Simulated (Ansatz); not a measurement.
Ga₂Sb⁺. Total charge 1; quintet. Geometry r2SCAN-D4/def2-TZVP; atoms count from 1.

```tsv
atom	x (Å)	y (Å)	z (Å)
Ga1	-1.0969	-0.4525	1.2139
Ga2	-0.4376	1.0605	-1.2511
Sb3	1.5345	-0.6080	0.0372
```

In the def2 sets Sb takes a core potential; there is no spin–orbit coupling. At PBE0-D4/def2-TZVP a triplet of charge 1 lies 1.17 eV below the quintet, each at its own geometry. The structure comes from a short search, and lower isomers may exist.

Q: Estimate the Mulliken populations from the PBE0/def2-TZVP orbitals of Ansatz.

A: 
| atom | charge (e) | spin (α − β) |
| --- | --- | --- |
| Ga1 | 0.37 | 0.82 |
| Ga2 | 0.37 | 0.82 |
| Sb3 | 0.25 | 2.36 |
Mulliken values depend strongly on the basis.

Q: Where does the spin sit?

A: Summed by element: Ga 1.64, Sb 2.36, of 4 unpaired in all. Largest on single atoms: Sb3 2.36, Ga1 0.82, Ga2 0.82.

Q: And the Mayer bond orders between heavy atoms (over 0.3)?

A: Ga1–Ga2 0.55 (2.97 Å); Ga1–Sb3 0.63 (2.89 Å); Ga2–Sb3 0.63 (2.89 Å).
